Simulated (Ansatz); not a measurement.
A nudged elastic band was laid between two geometries of BFH3N + H2O (9 atoms, charge 0, multiplicity 1).

The calculation used RHF/def2-SVP in Ansatz.

| Property | Result |
| --- | --- |
| movable images | 5 |
| climbing image | yes |
| spring | 5.0 eV/Å² |
| optimiser | quadratic models (default) |
| start path | through a guess of the saddle point |
| force threshold | 0.03 eV/Å |
| iteration limit | 60 |
| end points | relaxed |

Image 0:

```xyz
9
Properties=species:S:1:pos:R:3
B 0.093 -0.317 0.429
N 0.202 -0.731 1.751
H -0.590 -0.859 2.347
H 1.082 -0.918 2.183
H 1.042 -0.192 -0.284
F -1.126 -0.085 -0.072
O -0.442 2.735 0.434
H -1.000 2.203 -0.115
H -0.882 2.764 1.270
```

Image 6:

```xyz
9
Properties=species:S:1:pos:R:3
B -0.040 0.532 0.153
N 0.055 0.176 1.848
H -0.866 0.180 2.258
H 0.475 -0.725 2.010
H 1.121 0.444 -0.197
F -0.864 -0.483 -0.294
O -0.611 1.811 0.084
H -1.501 1.783 -0.227
H 0.608 0.881 2.307
```

Question: Which bonds break or form, and what moves?

Answer: Bonds broken: O7–H9. Bonds formed: B1–O7, N2–H9. BFH3N + H2O becomes BFH5NO.

Question: What energy profile does the band end with?

Answer: The forces met the threshold. The highest image is number 3 of 0 to 6, 111.4 kJ/mol above the first end and 152.4 kJ/mol above the last; the last end lies 41.0 kJ/mol below the first. Neighbouring images differ by up to 1.5 eV, so the band resolves the path poorly. A vibrational analysis at the climbing image gives one clearly imaginary mode, 1784i cm⁻¹: a first-order saddle point. The orbitals stay closed-shell, which can raise the energy where a bond breaks towards radicals; this wasn't checked here.

| image | path coordinate (Å) | energy (kJ/mol) | O7–H9 (Å) | B1–O7 (Å) | N2–H9 (Å) |
| --- | --- | --- | --- | --- | --- |
| 0 | 0.00 | 0.0 | 0.94 | 3.10 | 3.69 |
| 1 | 0.85 | 1.3 | 0.95 | 2.96 | 2.88 |
| 2 | 1.71 | 20.0 | 0.95 | 2.40 | 2.11 |
| 3 | 2.56 | 111.4 | 1.17 | 1.59 | 1.33 |
| 4 | 3.39 | -31.2 | 2.20 | 1.41 | 1.01 |
| 5 | 4.23 | -38.3 | 2.50 | 1.40 | 1.01 |
| 6 | 5.07 | -41.0 | 2.70 | 1.40 | 1.01 |

Question: What is the geometry of the highest image?

Answer: 
```xyz
9
Properties=species:S:1:pos:R:3:forces:R:3
B -0.041 0.259 0.246 -0.02 -0.01 -0.01
N -0.002 0.032 1.799 0.01 0.01 0.03
H -0.735 -0.558 2.155 0.00 0.00 0.00
H 0.877 -0.240 2.203 -0.01 0.00 -0.01
H 0.969 0.015 -0.360 0.00 0.01 0.00
F -1.211 -0.213 -0.285 0.01 0.01 0.00
O -0.217 1.818 0.492 0.01 -0.03 0.00
H -1.024 2.173 0.143 0.00 0.01 0.01
H -0.238 1.314 1.550 -0.01 0.00 -0.01
```

The band took 13 iterations and of the order of 80 core-seconds.

Time of the run: 77 s on 1 thread of Arm Neoverse V1 (shared host), peak memory 0.14 GiB.
